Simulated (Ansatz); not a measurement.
Cost and result for the atomization energy of C₂H₅AlClNO (11 atoms, 11 bonds).

```xyz
11

N     0.0632    0.9389   -0.7301
C     1.0483    0.4327   -0.1081
C     0.7024   -0.6731    0.8448
Cl    1.5801   -2.0859   -0.0345
O    -0.5965   -0.8376    0.9691
Al   -1.6538    0.0632   -0.1754
H     0.2756    1.6505   -1.4184
H     2.0830    0.7338   -0.2583
H     1.2554   -0.6190    1.7872
H    -2.5589    1.1520    0.5456
H    -2.1988   -0.7553   -1.4220
```

The species carries charge 0 and has multiplicity 1. The bonds changed during the relaxation, so this is another structure than the one it started from. Geometry: relaxed with PBE0-D4/def2-TZVP. It is one conformer, not always the lowest. Program: Ansatz. All runs use 4 threads of an Arm Neoverse V1 on a shared host. Times are those of one run each, without the atoms' runs, and a repeat can differ threefold. Electronic energies, without spin–orbit coupling; frozen cores. CCSD(T)/CBS adds CCSD(T) − MP2 in def2-TZVPP to the MP2 limit, and its time is that of the two runs behind it. T1 = 0.014.

CCSD(T)/CBS is a level of theory with its own doubt, some kJ/mol a heavy atom from the limit and from the frozen cores, so smaller differences don't rank the functionals.

```json
{"level": "revPBE-D4/def2-TZVPP", "functions": "278", "wall time": "2.7 s"}
{"level": "BLYP-D4/def2-TZVPP", "functions": "278", "wall time": "3.1 s"}
{"level": "PBE-D4/def2-TZVPP (with forces)", "functions": "278", "wall time": "3.4 s"}
{"level": "PBE0-D4/def2-TZVPP", "functions": "278", "wall time": "4.5 s"}
{"level": "BHLYP-D4/def2-TZVPP", "functions": "278", "wall time": "4.8 s"}
{"level": "CAM-B3LYP-D4/def2-TZVPP", "functions": "278", "wall time": "5.5 s"}
{"level": "r2SCAN-D4/def2-TZVPP (with forces)", "functions": "278", "wall time": "7.5 s"}
{"level": "CCSD(T)/def2-SVP", "functions": "117", "wall time": "8.5 s"}
{"level": "PBE-QIDH/def2-TZVPP", "functions": "278", "wall time": "9 s"}
{"level": "ωB97X-V/def2-TZVPP", "functions": "278", "wall time": "11 s"}
{"level": "MP2/def2-QZVPP", "functions": "518", "wall time": "33 s"}
{"level": "CCSD(T)/def2-TZVPP", "functions": "278", "wall time": "4.8 min"}
{"level": "CCSD(T)/CBS(def2)", "functions": "–", "wall time": "5.3 min"}
```

**Question.** What atomization energy does each give, and how far from CCSD(T)/CBS? (Estimate.)

**Answer.** Ansatz gave: 
```
                             level  atomization (kcal/mol)  difference from CCSD(T)/CBS  per bond
              revPBE-D4/def2-TZVPP                   980.8                          2.0       0.2
                BLYP-D4/def2-TZVPP                   982.9                          4.1       0.4
   PBE-D4/def2-TZVPP (with forces)                  1007.9                         29.1       2.7
                PBE0-D4/def2-TZVPP                   982.2                          3.4       0.3
               BHLYP-D4/def2-TZVPP                   941.7                        -37.1      -3.4
           CAM-B3LYP-D4/def2-TZVPP                   982.8                          4.0       0.4
r2SCAN-D4/def2-TZVPP (with forces)                   984.2                          5.4       0.5
                  CCSD(T)/def2-SVP                   923.1                        -55.7      -5.1
               PBE-QIDH/def2-TZVPP                   971.1                         -7.7      -0.7
                ωB97X-V/def2-TZVPP                   983.2                          4.4       0.4
                    MP2/def2-QZVPP                   990.7                         11.9       1.1
                CCSD(T)/def2-TZVPP                   949.3                        -29.5      -2.7
                 CCSD(T)/CBS(def2)                   978.8                          0.0       0.0
```

From BLYP to BHLYP (50 % exact exchange), in def2-TZVPP and without D4, the atomization energy moves by −34.6 kcal/mol: exact exchange takes away binding that semilocal exchange gives to molecules. Leaving LDA and LC-ωPBE aside and taking each functional with its dispersion term where it has one, the values spread over 66.3 kcal/mol, from BHLYP-D4 to PBE-D4. LDA lies +139.0 kcal/mol from PBE without D4, its usual overbinding. In def2-TZVPP, CCSD(T) changes the Hartree–Fock value by +268.9 kcal/mol (the triples alone add +19.6 kcal/mol) and MP2 by +292.7 kcal/mol; breaking electron pairs costs correlation energy, which Hartree–Fock lacks.
